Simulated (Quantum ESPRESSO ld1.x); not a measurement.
Values are calculated unless marked as measured or tabulated.
Coherent X-ray form factor from a spherical all-electron density. Code: ld1.x of Quantum ESPRESSO 7.5. Model: scalar-relativistic Kohn-Sham, LDA (Slater exchange, VWN5 correlation), spin-unpolarised, spherical densities, point nucleus.

sin(theta)/lambda (1/angstrom),f0 (electrons)
0.05,49.877
0.1,49.511
0.15,48.910
0.2,48.089
0.25,47.066
0.3,45.864
0.4,43.028
0.5,39.805
0.6,36.423
0.8,29.937
1,24.617
1.25,19.985
1.5,17.093
2,13.554

The species is in the configuration that NIST lists as its ground one. Which atom or ion scatters so?

Answer. The hafnium ion Hf22+, [Kr] 4d10 4f4. Extrapolating in s^2 from the first two rows gives f0(0) = 50.0, near the electron count 50; among species with that count, the fall with angle is slower the higher Z, and the table is that of Z = 72; from so few rows the species is fixed only to a neighbour or two.
